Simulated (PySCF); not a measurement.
Ga(Me)2(SH) (C2H7GaS), SMILES [CH3][Ga]([CH3])[SH].

Geometry optimised at B3LYP-D3(BJ)/def2-SVP. The structure was generated by enumeration; whether it is a known compound was not checked. The values are those of a single conformer.

Two levels are set side by side: TDDFT-PBE/def2-SVPD (PySCF) and TDDFT-LC-ωPBE/def2-SVPD (PySCF). Vertical, same geometry. The lowest singlet is HOMO→LUMO 92 % with PBE and HOMO−1→LUMO+1 58 %, HOMO−2→LUMO+1 38 % with the other functional; states are paired by order. Differences are taken from unrounded values.

| quantity | TDDFT-LC-ωPBE |
|---|---|
| lowest singlet excitation (eV) | 6.26 |
| lowest triplet excitation (TDA) (eV) | 5.55 |
| first bright state (f over 0.05) (eV) | 6.39 |
| its oscillator strength | 0.05 |

Question: What does TDDFT-PBE give, and how far is it from TDDFT-LC-ωPBE? (An estimate is asked for; the answer gives what the named calculation found.)

Answer: 
```json
[
 {"quantity": "lowest singlet excitation (eV)", "TDDFT-PBE": "5.19", "TDDFT-PBE minus TDDFT-LC-ωPBE": "-1.07"},
 {"quantity": "lowest triplet excitation (TDA) (eV)", "TDDFT-PBE": "4.40", "TDDFT-PBE minus TDDFT-LC-ωPBE": "-1.15"},
 {"quantity": "first bright state (f over 0.05) (eV)", "TDDFT-PBE": "5.19", "TDDFT-PBE minus TDDFT-LC-ωPBE": "-1.20"},
 {"quantity": "its oscillator strength", "TDDFT-PBE": "0.06", "TDDFT-PBE minus TDDFT-LC-ωPBE": "0.00"}
]
```

Functionals without exact exchange tend to place singlet excitations lower, as here. Differences between two approximate levels are no errors against the true value.

Rough cost on one machine, each run with all the roots and properties that it gave: TDDFT-LC-ωPBE against TDDFT-PBE about 6 times.
